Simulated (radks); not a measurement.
Values are calculated unless marked as measured or tabulated.
Task: The mean radii <r> (bohr) of the occupied orbitals of an atom or ion are listed with their occupations. Level of theory: Dirac Kohn-Sham, BLYP, spin-unpolarised, spherical densities, point nucleus (a radial shooting solver on a logarithmic mesh with Libxc functionals).

orbital  occ.      <r>
1s1/2       2  0.04408
2s1/2       2   0.1957
2p1/2       2   0.1685
2p3/2       4   0.1723
3s1/2       2   0.5741
3p1/2       2   0.5826
3p3/2       4   0.5932
3d3/2       4   0.6285
3d5/2       6   0.6329
4s1/2       2    1.791
4p1/2       2    2.279
4p3/2       2    2.333

Name the element and its charge. Open shells, if any, fill j = l - 1/2 first.

Result: Z = 34, selenium, charge 0: Se in [Ar] 3d10 4s2 4p4. The 1s radius gives Z: for a bare nucleus <r> = (2 gamma + 1)/(2Z) with gamma = sqrt(1 - (Z/c)^2), 0.0432 bohr for Z = 34, and screening makes it slightly larger (0.04408 here). The occupations add up to 34, and the charge is Z minus that.
